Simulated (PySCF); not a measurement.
C2H6BFN2.

```xyz
12

C      1.8918     0.6211    -0.0474
C      0.7901    -0.1292     0.1361
F      0.9573    -1.3863     0.6551
B     -0.7297     0.2244    -0.1666
N     -1.6763    -0.7912     0.1234
N     -1.0788     1.4953    -0.6978
H      1.8087     1.6355    -0.4623
H      2.8942     0.2453     0.2088
H     -1.3665    -1.6839     0.5034
H     -2.6817    -0.7155    -0.0150
H     -2.0343     1.7747    -0.9113
H     -0.3930     2.2190    -0.8976
```
Charge 0, spin multiplicity 1.

Coordinates come from a PBE-D3(BJ)/def2-SVP optimisation. A frequency run showed that this geometry is not a minimum. The structure was generated by enumeration, and PubChem lists no compound with its InChIKey, so it may never have been made. Other conformers were not sampled.

All values below come from PBE/pcSseg-1 run with PySCF. Non-relativistic, no solvent.

Computed absolute GIAO shielding of each atom: isotropic value and principal components (ppm):
```tsv
atom	σ(iso)	σ11	σ22	σ33	span
C1	76.8	-32.5	108.2	154.6	187.0
C2	-3.0	-105.6	33.9	62.6	168.2
F3	255.1	121.3	254.8	389.3	268.0
B4	75.2	40.0	77.7	107.8	67.8
N5	193.8	139.6	210.6	231.2	91.6
N6	201.6	155.3	207.0	242.7	87.4
H7	26.3	24.1	24.9	30.0	5.8
H8	25.9	23.0	24.9	29.9	6.9
H9	28.1	21.5	27.6	35.2	13.7
H10	29.0	23.6	26.3	36.9	13.3
H11	29.1	23.3	26.5	37.4	14.2
H12	28.8	22.6	27.3	36.3	13.7
```
